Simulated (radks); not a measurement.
Results of a calculation; reference values are marked as such.
Problem. These are the eigenvalues of the occupied orbitals of an atom or ion with whole-number occupations (eV). Code: a radial shooting solver on a logarithmic mesh with Libxc functionals. Model: scalar-relativistic Kohn-Sham, exchange-only B88, spin-polarised, spherical densities, finite nucleus; Fermi nuclear charge, rms radius of each element as measured or else 0.836 A^(1/3) + 0.57 fm.

1s up: -29463.84
1s down: -29462.62
2s up: -4822.844
2s down: -4822.142
2p up: -4376.567
2p down: -4375.453
3s up: -1267.863
3s down: -1266.477
3p up: -1121.821
3p down: -1120.257
3d up: -898.8280
3d down: -897.2898
4s up: -509.1676
4s down: -500.5083
4p up: -458.6429

Which element is it, and in what charge state? The configuration may be excited. Open shells, if any, are filled with parallel spins first.

Solution. Z = 50, tin, charge +17: Sn17+ in [Ar] 3d10 4s2 4p3. The list shows which subshells hold electrons but not how many an open one holds; the 1s level, -1082.8 hartree, gives Z - s = 46.5 by -(Z - s)^2/2, which with screening and relativity narrows Z to a few neighbours, and the depths of the outer levels then fix element, charge and occupations together.
